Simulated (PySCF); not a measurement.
Zn(SH) (HSZn), SMILES [SH][Zn+], charge +1. Geometry: B3LYP-D3(BJ)/def2-TZVP. The multiplicity is an assumed one; other spin states were not compared. The isomer is the one that the SMILES or the coordinates give; other isomers of the formula were not compared.

The numbers are results of B3LYP-D3(BJ)/def2-TZVP (PySCF), not measurements.

Harmonic wavenumbers (cm⁻¹): 380, 708, 2621. Rotational constants (GHz): 283.1, 4.867, 4.785; symmetry number 1.

### Question
Work out the zero-point energy and the ideal-gas rigid-rotor harmonic-oscillator thermochemistry at 298.15 K and 1 atm.

### Answer
ZPE = ½ Σ hcν = ½ × 3709 cm⁻¹ = 5.30 kcal/mol. H − E(el) = 7.95 kcal/mol. Entropy in cal/(mol K): translation 39.67, rotation 21.42, vibration 1.34, total 62.42. G − E(el) = -10.66 kcal/mol. Cp = 10.28 cal/(mol K).
